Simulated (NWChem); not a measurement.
System: C₂H₆F₂Si; SMILES F[SiH2][C@@H](C)F

NWChem input:

```
start job
memory heap 200 mb stack 900 mb global 1100 mb
geometry units angstroms noautosym nocenter noautoz
  C     -0.862124     1.883684    -0.130146
  C      0.110939     0.765252    -0.434304
  F      1.358458     1.081625     0.094727
  Si    -0.408620    -0.906475     0.293608
  F      0.612352    -2.061182    -0.223706
  H     -1.838078     1.693911    -0.602746
  H     -0.474775     2.838513    -0.517323
  H     -1.017761     1.998643     0.954036
  H      0.233063     0.664447    -1.529373
  H     -0.339245    -0.849113     1.779065
  H     -1.777813    -1.264901    -0.175638
end
basis spherical
  * library pcsseg-1
end
dft
  xc pbe0
  iterations 150
end
property
  shielding
  efieldgrad
end
task dft property
```

Excerpt of the output:

```
             Northwest Computational Chemistry Package (NWChem) 7.3.0
             --------------------------------------------------------

                             Geometry "geometry" -> ""
                             -------------------------

 Output coordinates in angstroms (scale by  1.889725989 to convert to a.u.)

  No.       Tag          Charge          X              Y              Z
 ---- ---------------- ---------- -------------- -------------- --------------
    1 C                    6.0000    -0.86212400     1.88368400    -0.13014600
    2 C                    6.0000     0.11093900     0.76525200    -0.43430400
    3 F                    9.0000     1.35845800     1.08162500     0.09472700
    4 Si                  14.0000    -0.40862000    -0.90647500     0.29360800
    5 F                    9.0000     0.61235200    -2.06118200    -0.22370600
    6 H                    1.0000    -1.83807800     1.69391100    -0.60274600
    7 H                    1.0000    -0.47477500     2.83851300    -0.51732300
    8 H                    1.0000    -1.01776100     1.99864300     0.95403600
    9 H                    1.0000     0.23306300     0.66444700    -1.52937300
   10 H                    1.0000    -0.33924500    -0.84911300     1.77906500
   11 H                    1.0000    -1.77781300    -1.26490100    -0.17563800

 Effective nuclear repulsion energy (a.u.)     242.8050577902

                              NWChem Property Module
                              ----------------------

  itol2e modified to match energy
  convergence criterion.

                                 NWChem DFT Module
                                 -----------------

 Summary of "ao basis" -> "ao basis" (spherical)
 ------------------------------------------------------------------------------
       Tag                 Description            Shells   Functions and Types
 ---------------- ------------------------------  ------  ---------------------
 C                          pcsseg-1                 7       17   3s3p1d
 F                          pcsseg-1                 7       17   3s3p1d
 Si                         pcsseg-1                10       24   4s5p1d
 H                          pcsseg-1                 3        5   2s1p

  itol2e modified to match energy
  convergence criterion.

[...]

          -----------------------------------------
          Chemical Shielding Tensors (GIAO, in ppm)
          -----------------------------------------

                                NWChem CPHF Module
                                ------------------

  scftype          =     RHF
  nclosed          =       25
  nopen            =        0
  variables        =     2425
  # of vectors     =        3
  tolerance        = 0.10D-03
  level shift      = 0.00D+00
  max iterations   =       50
  max subspace     =       30

 SCF residual:    1.0561510203179782E-004

Iterative solution of linear equations
  No. of variables     2425
  No. of equations        3
  Maximum subspace       30
        Iterations       50
       Convergence  1.0D-04

   iter   nsub   residual    time
   ----  ------  --------  ---------
     1      3    2.95D-01      40.3
     2      6    9.53D-03      43.9
     3      9    9.68D-04      47.6
     4     12    6.98D-05      51.2

      Atom:    1  C
        Diamagnetic
    253.6454     -8.0124     -0.7043
     -8.0124    252.9451      1.5878
     -0.7043      1.5878    244.3891

        Paramagnetic
    -75.0396     -1.7440      4.7520
     -1.7440    -81.0721      6.7113
      4.7520      6.7113    -87.0821

        Total Shielding Tensor
    178.6058     -9.7564      4.0477
     -9.7564    171.8730      8.2991
      4.0477      8.2991    157.3071

           isotropic =     169.2620
          anisotropy =      24.5900

          Principal Components and Axis System
                 1           2           3
              185.6553    170.9350    151.1956

      1         0.7965      0.5301     -0.2907
      2        -0.6014      0.6451     -0.4714
      3        -0.0623      0.5503      0.8326

      Atom:    2  C
        Diamagnetic
    254.7336     -1.4611      3.7759
     -1.4611    251.0760      1.4214
      3.7759      1.4214    240.1164

        Paramagnetic
   -115.2015     22.2113     28.4481
     22.2113   -165.4159      7.9889
     28.4481      7.9889   -165.7720

        Total Shielding Tensor
    139.5321     20.7502     32.2240
     20.7502     85.6601      9.4103
     32.2240      9.4103     74.3445

           isotropic =      99.8456
          anisotropy =      89.8847

          Principal Components and Axis System
                 1           2           3
              159.7687     78.6989     61.0691

      1         0.8832     -0.2884     -0.3698
      2         0.2937      0.9549     -0.0432
      3         0.3655     -0.0705      0.9281

      Atom:    3  F
        Diamagnetic
    486.1548      6.2493     10.1257
      6.2493    468.5829      1.2761
     10.1257      1.2761    467.0473

        Paramagnetic
    -50.2513    -29.7422    -31.6462
    -29.7422    -58.5790     15.5818
    -31.6462     15.5818    -53.1609

        Total Shielding Tensor
    435.9035    -23.4930    -21.5205
    -23.4930    410.0038     16.8579
    -21.5205     16.8579    413.8864

           isotropic =     419.9312
          anisotropy =      66.6745

          Principal Components and Axis System
                 1           2           3
              464.3809    401.2439    394.1689

      1         0.7452      0.6231      0.2376
      2        -0.4689      0.2363      0.8510
      3        -0.4741      0.7456     -0.4683

      Atom:    4  Si
        Diamagnetic
    877.6755     -1.7521     -1.9542
     -1.7521    883.5034      0.1116
     -1.9542      0.1116    874.3431

        Paramagnetic
   -551.4085    -36.4091    -25.8887
    -36.4091   -495.7734     19.7552
    -25.8887     19.7552   -544.7124

[...]
```

Level: PBE0/pcSseg-1, GIAO. All runs use the structure optimised with PBE0/def2-SVP. NWChem prints the field gradient with the sign opposite to the second derivative of the potential. The printed shielding anisotropy is the first printed principal value minus the mean of the other two.
